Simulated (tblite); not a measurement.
A geometry optimisation, step by step.

C₃H₄BBrF (doublet state).
SMILES with atom numbers: `[BH2:1][C@@H:2]1[C:3]([Br:4])[C@H:5]1[F:6]` (hydrogens: H7, H8 on B1; H9 on C2; H10 on C5)

Computed with GFN2-xTB (tblite), gas phase: L-BFGS steps from a force-field or distance-geometry start until the largest atomic force falls under 0.01 eV/Å. 14 of its 57 geometries are shown.

Step 0: E = -500.1117 eV, largest atomic force 1.331 eV/Å
```
atom  x, y, z in Å  |  force x, y, z in eV/Å
B1      1.419    0.370    0.184    0.090  -0.536   0.415
C2      0.212   -0.252   -0.626    1.001   0.809  -0.338
C3     -1.093    0.435   -0.746    0.249   0.072   0.978
Br4    -1.346    2.264   -0.212   -0.178  -0.813  -0.379
C5     -0.954   -0.654    0.280   -0.308   0.234  -0.971
F6     -1.437   -1.912    0.006   -0.072   0.785   0.562
H7      2.351   -0.327    0.383   -0.132   0.186  -0.322
H8      1.354    1.350    0.846   -0.206  -0.239  -0.450
H9      0.468   -0.927   -1.471   -0.375   0.204   0.814
H10    -0.965   -0.342    1.332   -0.068  -0.703  -0.309
```

Step 4: E = -500.3366 eV, largest atomic force 0.418 eV/Å
```
atom  x, y, z in Å  |  force x, y, z in eV/Å
B1      1.428    0.337    0.222    0.156  -0.086  -0.013
C2      0.253   -0.193   -0.629    0.156  -0.221   0.100
C3     -1.059    0.462   -0.719   -0.051  -0.060  -0.069
Br4    -1.381    2.216   -0.242   -0.293   0.294  -0.052
C5     -0.948   -0.627    0.250   -0.053   0.012  -0.065
F6     -1.457   -1.863    0.036   -0.073   0.088  -0.170
H7      2.370   -0.330    0.353    0.157  -0.049  -0.097
H8      1.330    1.335    0.812   -0.063   0.082   0.060
H9      0.442   -0.920   -1.414    0.014  -0.029   0.046
H10    -0.969   -0.411    1.309    0.050  -0.031   0.260
```

Step 9: E = -500.3799 eV, largest atomic force 0.238 eV/Å
```
atom  x, y, z in Å  |  force x, y, z in eV/Å
B1      1.468    0.320    0.234   -0.088   0.029  -0.073
C2      0.272   -0.210   -0.594   -0.150   0.075   0.026
C3     -1.036    0.478   -0.705    0.063   0.128   0.099
Br4    -1.472    2.244   -0.285    0.045  -0.194  -0.131
C5     -0.958   -0.610    0.260    0.099  -0.075   0.112
F6     -1.493   -1.825   -0.009   -0.121  -0.030  -0.062
H7      2.428   -0.338    0.314    0.028   0.135  -0.030
H8      1.314    1.329    0.811    0.157  -0.122   0.058
H9      0.443   -0.937   -1.386    0.020   0.037   0.070
H10    -0.958   -0.447    1.337   -0.053   0.017  -0.069
```

Step 13: E = -500.3961 eV, largest atomic force 0.209 eV/Å
```
atom  x, y, z in Å  |  force x, y, z in eV/Å
B1      1.478    0.317    0.227    0.065   0.028   0.071
C2      0.269   -0.212   -0.572    0.083  -0.029   0.013
C3     -1.024    0.489   -0.676   -0.108  -0.153  -0.093
Br4    -1.508    2.236   -0.330    0.042   0.096  -0.017
C5     -0.958   -0.616    0.273   -0.100   0.019  -0.056
F6     -1.532   -1.807   -0.042   -0.008   0.027   0.081
H7      2.459   -0.310    0.285    0.034   0.044  -0.094
H8      1.342    1.306    0.829    0.071   0.046   0.103
H9      0.448   -0.936   -1.362   -0.016   0.011  -0.049
H10    -0.964   -0.461    1.347   -0.062  -0.088   0.040
```

Step 17: E = -500.4099 eV, largest atomic force 0.174 eV/Å
```
atom  x, y, z in Å  |  force x, y, z in eV/Å
B1      1.493    0.324    0.235   -0.019   0.004   0.009
C2      0.269   -0.216   -0.549   -0.061  -0.016   0.042
C3     -1.035    0.473   -0.677    0.096   0.132   0.059
Br4    -1.516    2.237   -0.379    0.054  -0.043  -0.017
C5     -0.975   -0.621    0.279   -0.069   0.015   0.010
F6     -1.572   -1.796   -0.048    0.054  -0.105   0.025
H7      2.496   -0.269    0.231    0.024  -0.020  -0.118
H8      1.392    1.294    0.878   -0.074   0.009   0.030
H9      0.449   -0.928   -1.351    0.036  -0.012   0.022
H10    -0.992   -0.494    1.359   -0.040   0.036  -0.061
```

Step 22: E = -500.4212 eV, largest atomic force 0.200 eV/Å
```
atom  x, y, z in Å  |  force x, y, z in eV/Å
B1      1.501    0.327    0.245    0.054  -0.013   0.018
C2      0.266   -0.226   -0.513    0.082  -0.002   0.000
C3     -1.020    0.482   -0.664   -0.122  -0.151  -0.049
Br4    -1.503    2.244   -0.417    0.020   0.056   0.049
C5     -1.002   -0.627    0.279    0.061   0.020   0.008
F6     -1.581   -1.815   -0.047    0.047   0.115  -0.050
H7      2.522   -0.234    0.142   -0.034   0.071  -0.037
H8      1.401    1.276    0.923   -0.050  -0.091  -0.011
H9      0.460   -0.923   -1.326   -0.002  -0.048   0.030
H10    -1.035   -0.500    1.357   -0.055   0.043   0.043
```

Step 26: E = -500.4305 eV, largest atomic force 0.159 eV/Å
```
atom  x, y, z in Å  |  force x, y, z in eV/Å
B1      1.510    0.327    0.250   -0.046   0.015  -0.064
C2      0.268   -0.234   -0.481   -0.063   0.003  -0.085
C3     -1.025    0.466   -0.666    0.104   0.118  -0.024
Br4    -1.472    2.251   -0.443    0.012  -0.124   0.041
C5     -1.012   -0.630    0.287   -0.046   0.071   0.022
F6     -1.579   -1.816   -0.058    0.003  -0.005   0.002
H7      2.541   -0.173    0.041    0.074   0.044   0.015
H8      1.402    1.234    0.975   -0.029  -0.006   0.081
H9      0.472   -0.930   -1.290   -0.027  -0.119   0.006
H10    -1.096   -0.489    1.362    0.019   0.004   0.006
```

Step 30: E = -500.4394 eV, largest atomic force 0.143 eV/Å
```
atom  x, y, z in Å  |  force x, y, z in eV/Å
B1      1.509    0.331    0.238    0.041   0.030   0.007
C2      0.269   -0.241   -0.486    0.080  -0.061   0.050
C3     -1.014    0.467   -0.677   -0.012  -0.058  -0.022
Br4    -1.451    2.240   -0.431   -0.024   0.139   0.022
C5     -1.019   -0.614    0.292    0.027  -0.053  -0.085
F6     -1.565   -1.808   -0.064   -0.070  -0.009   0.069
H7      2.557   -0.127   -0.004   -0.036   0.090   0.030
H8      1.378    1.199    1.012   -0.002  -0.062  -0.003
H9      0.468   -0.972   -1.268   -0.063  -0.023   0.009
H10    -1.123   -0.471    1.366    0.059   0.007  -0.079
```

Step 34: E = -500.4474 eV, largest atomic force 0.107 eV/Å
```
atom  x, y, z in Å  |  force x, y, z in eV/Å
B1      1.514    0.344    0.229   -0.010  -0.079   0.072
C2      0.276   -0.262   -0.470   -0.045  -0.003  -0.001
C3     -1.001    0.462   -0.692   -0.011   0.022   0.007
Br4    -1.422    2.249   -0.432    0.042  -0.081  -0.013
C5     -1.028   -0.615    0.283   -0.022   0.013   0.043
F6     -1.581   -1.811   -0.055   -0.039   0.016  -0.012
H7      2.575   -0.036   -0.071    0.017   0.059  -0.022
H8      1.373    1.141    1.072   -0.038  -0.001  -0.026
H9      0.455   -1.013   -1.237    0.049   0.023  -0.048
H10    -1.153   -0.454    1.351    0.057   0.029   0.000
```

Step 39: E = -500.4533 eV, largest atomic force 0.069 eV/Å
```
atom  x, y, z in Å  |  force x, y, z in eV/Å
B1      1.513    0.331    0.238   -0.033   0.043  -0.031
C2      0.276   -0.288   -0.456    0.039  -0.031  -0.011
C3     -0.987    0.452   -0.701    0.013  -0.030   0.018
Br4    -1.381    2.240   -0.442    0.009   0.046  -0.021
C5     -1.042   -0.616    0.283    0.036  -0.005  -0.002
F6     -1.612   -1.805   -0.049   -0.021   0.042   0.034
H7      2.586    0.079   -0.143   -0.017  -0.030  -0.016
H8      1.360    1.077    1.123   -0.056  -0.002   0.040
H9      0.461   -1.038   -1.222    0.030   0.007  -0.036
H10    -1.165   -0.428    1.346    0.000  -0.041   0.025
```

Step 43: E = -500.4563 eV, largest atomic force 0.075 eV/Å
```
atom  x, y, z in Å  |  force x, y, z in eV/Å
B1      1.504    0.332    0.239    0.049   0.033   0.005
C2      0.282   -0.305   -0.459   -0.044   0.056  -0.019
C3     -0.976    0.449   -0.700   -0.037   0.049   0.034
Br4    -1.367    2.243   -0.449    0.046  -0.044  -0.039
C5     -1.036   -0.616    0.286    0.016  -0.014   0.040
F6     -1.635   -1.792   -0.036   -0.015  -0.024  -0.017
H7      2.579    0.104   -0.153   -0.011  -0.001   0.009
H8      1.334    1.061    1.137   -0.030  -0.030  -0.003
H9      0.473   -1.041   -1.238   -0.006  -0.014   0.013
H10    -1.150   -0.431    1.351    0.031  -0.009  -0.023
```

Step 47: E = -500.4577 eV, largest atomic force 0.048 eV/Å
```
atom  x, y, z in Å  |  force x, y, z in eV/Å
B1      1.502    0.336    0.237   -0.044  -0.018  -0.007
C2      0.281   -0.308   -0.462    0.005  -0.020   0.014
C3     -0.975    0.447   -0.696   -0.011  -0.017  -0.012
Br4    -1.347    2.242   -0.460    0.003   0.044  -0.017
C5     -1.033   -0.619    0.289   -0.016   0.018  -0.010
F6     -1.648   -1.788   -0.033    0.041   0.009  -0.001
H7      2.576    0.133   -0.167    0.018   0.002   0.001
H8      1.319    1.038    1.153   -0.002  -0.001   0.010
H9      0.476   -1.047   -1.237   -0.017   0.009   0.004
H10    -1.142   -0.430    1.353    0.022  -0.026   0.020
```

Step 52: E = -500.4586 eV, largest atomic force 0.019 eV/Å
```
atom  x, y, z in Å  |  force x, y, z in eV/Å
B1      1.497    0.336    0.236    0.012  -0.005   0.011
C2      0.278   -0.307   -0.465    0.004   0.006  -0.011
C3     -0.979    0.449   -0.694    0.007   0.004   0.007
Br4    -1.341    2.249   -0.470   -0.003   0.000  -0.008
C5     -1.032   -0.617    0.291    0.009  -0.006   0.003
F6     -1.644   -1.787   -0.032    0.003  -0.006   0.000
H7      2.574    0.131   -0.161   -0.012   0.006   0.003
H8      1.309    1.036    1.153    0.003  -0.002   0.002
H9      0.472   -1.045   -1.240   -0.015  -0.004  -0.011
H10    -1.125   -0.441    1.360   -0.007   0.007   0.003
```

Step 56: E = -500.4587 eV, largest atomic force 0.009 eV/Å
```
atom  x, y, z in Å  |  force x, y, z in eV/Å
B1      1.497    0.334    0.238    0.000   0.003  -0.004
C2      0.279   -0.308   -0.466    0.002  -0.001   0.005
C3     -0.978    0.449   -0.692    0.003  -0.003  -0.005
Br4    -1.339    2.251   -0.475   -0.003  -0.003  -0.002
C5     -1.031   -0.617    0.292   -0.003   0.005   0.001
F6     -1.644   -1.787   -0.032    0.004   0.001   0.003
H7      2.574    0.139   -0.163   -0.001  -0.002   0.002
H8      1.308    1.031    1.157    0.000  -0.009   0.000
H9      0.469   -1.046   -1.242   -0.001   0.008  -0.003
H10    -1.125   -0.440    1.360   -0.001   0.001   0.002
```

**Question.** Summarise the path.

**Answer.** The energy falls by 8.00 kcal/mol from step 0 to step 56; nine tenths of that is first reached at step 24. It falls at every step. The largest force goes from 1.331 to 0.009 eV/Å. Among the bonds C3–Br4 changes most, from 1.922 to 1.850 Å; the atoms move by 0.326 Å rms after alignment.

**Question.** Follow the three bonds and two angles with the largest change from start to end.

**Answer.** 
| step | E above end (kcal/mol) | largest force (eV/Å) | C3–Br4 (Å) | C3–C5 (Å) | B1–C2 (Å) | B1–C2–C5 (°) | Br4–C3–C5 (°) |
| --- | --- | --- | --- | --- | --- | --- | --- |
| 0 | 8.00 | 1.331 | 1.922 | 1.503 | 1.581 | 112.5 | 120.8 |
| 2 | 3.68 | 0.595 | 1.862 | 1.449 | 1.545 | 112.3 | 123.8 |
| 5 | 2.60 | 0.351 | 1.848 | 1.467 | 1.544 | 112.0 | 123.2 |
| 7 | 2.17 | 0.359 | 1.864 | 1.467 | 1.546 | 112.8 | 123.3 |
| 10 | 1.68 | 0.182 | 1.859 | 1.454 | 1.547 | 114.5 | 125.8 |
| 12 | 1.52 | 0.209 | 1.847 | 1.455 | 1.544 | 115.1 | 127.0 |
| 15 | 1.27 | 0.235 | 1.850 | 1.458 | 1.544 | 116.2 | 128.0 |
| 17 | 1.12 | 0.174 | 1.853 | 1.454 | 1.551 | 117.0 | 128.5 |
| 19 | 1.03 | 0.112 | 1.846 | 1.452 | 1.556 | 117.8 | 129.0 |
| 22 | 0.86 | 0.200 | 1.844 | 1.455 | 1.551 | 119.6 | 130.1 |
| 24 | 0.75 | 0.125 | 1.852 | 1.456 | 1.547 | 120.8 | 130.6 |
| 27 | 0.59 | 0.196 | 1.850 | 1.451 | 1.548 | 121.6 | 130.2 |
| 29 | 0.49 | 0.124 | 1.843 | 1.451 | 1.547 | 121.4 | 129.3 |
| 32 | 0.33 | 0.128 | 1.848 | 1.454 | 1.544 | 121.9 | 127.9 |
| 34 | 0.26 | 0.107 | 1.854 | 1.453 | 1.546 | 123.0 | 128.1 |
| 37 | 0.18 | 0.101 | 1.848 | 1.452 | 1.548 | 123.6 | 128.1 |
| 39 | 0.12 | 0.069 | 1.849 | 1.453 | 1.547 | 123.5 | 127.5 |
| 41 | 0.09 | 0.077 | 1.853 | 1.453 | 1.546 | 123.1 | 127.2 |
| 44 | 0.04 | 0.049 | 1.851 | 1.452 | 1.546 | 122.5 | 127.9 |
| 46 | 0.03 | 0.050 | 1.848 | 1.452 | 1.547 | 122.4 | 128.1 |
| 49 | 0.01 | 0.040 | 1.850 | 1.453 | 1.547 | 122.2 | 128.4 |
| 51 | 0.00 | 0.022 | 1.851 | 1.452 | 1.546 | 122.0 | 128.6 |
| 54 | 0.00 | 0.016 | 1.849 | 1.453 | 1.546 | 121.9 | 128.9 |
| 56 | 0.00 | 0.009 | 1.850 | 1.453 | 1.546 | 121.8 | 128.9 |

What follows is the cost of the whole relaxation. Hardware: one thread, Arm Neoverse V1 (aarch64) (shared host). Cost: 0.27 s wall.
